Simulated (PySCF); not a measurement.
## Functional dependence of a UV spectrum

Species: C3H8SSi.
Structure used (PBE0-D3(BJ)/def2-SVP), in Å, numbered top down from 1:
```xyz
13
C3H8SSi angstrom
S      2.6644   -0.9844   -0.4502
Si     0.9042   -0.0911    0.4067
C     -0.7341   -0.9847    0.1267
C     -1.3485    0.4199   -0.1271
C     -0.0840    1.2391   -0.5073
H      3.5244   -0.3702    0.3903
H      1.2065    0.2549    1.8302
H     -1.1966   -1.5960    0.9140
H     -0.7007   -1.5805   -0.8004
H     -1.7861    0.8126    0.8049
H     -2.1467    0.4365   -0.8873
H      0.1130    1.1945   -1.5907
H     -0.0636    2.2918   -0.1923
```

Linear-response calculations in the def2-SVPD basis (PySCF; singlets by full response, triplets Tamm–Dancoff, core orbitals frozen in the response; HF means time-dependent Hartree–Fock). 'Strongest' is the level of largest summed f among the singlets computed (10 roots, of which the last may lack a degenerate partner); it can jump between rows when another state enters that window. S1 is the lowest singlet of each run and needn't be the same state throughout; f(S1) is that of one state. Isolated species at its PBE0-D3(BJ)/def2-SVP geometry (one conformer only).

```
functional                               kind  S1 (eV)  f(S1)  strongest (eV)  T1 (eV)  HOMO (eV)  gap (eV)  ionisation energy, ΔSCF (eV)
       LDA                                LDA     5.43  0.008            6.49     5.19      -6.16      5.32                          9.07
       PBE                                GGA     5.46  0.008            6.56     5.16      -6.07      5.36                          8.94
     B3LYP  global hybrid, 20% exact exchange     5.73  0.008            6.93     5.37      -7.03      6.86                          9.20
      PBE0  global hybrid, 25% exact exchange     5.90  0.006            7.24     5.49      -7.27      7.37                          9.22
 BHandHLYP  global hybrid, 50% exact exchange     6.08  0.006            7.68     5.63      -8.33      9.07                          9.33
   wB97X-D             range-separated hybrid     6.06  0.004            7.72     5.71      -9.10     10.86                          9.41
   LC-wPBE             range-separated hybrid     6.26  0.002            6.88     5.77      -9.94     11.89                          9.61
        HF                       Hartree–Fock     6.48  0.004            7.26     5.87     -10.04     12.30                   not settled
```

Question: What does CAM-B3LYP (range-separated hybrid) give?

Answer: S1 (eV) 5.93, f(S1) 0.007, strongest (eV) 7.49, T1 (eV) 5.52, HOMO (eV) -8.57, gap (eV) 9.45, ionisation energy, ΔSCF (eV) 9.41. S1 runs from 5.43 eV (LDA) to 6.48 eV (HF), a spread of 1.04 eV, while the orbital gap spreads over 7.0 eV. Along PBE (0%), B3LYP (20%), PBE0 (25%), BHandHLYP (50%), HF (100%) S1 rises with the share of exact exchange. −ε(HOMO) comes closest to its own ΔSCF ionisation energy with wB97X-D (-0.31 eV) and misses most with LDA (-2.91 eV). 'Not settled' means that the ion's SCF failed to converge or may have ended in another state than the lowest.

Without π bonds the low states are Rydberg-like; a valence basis with one diffuse set may place them up to an eV too high.
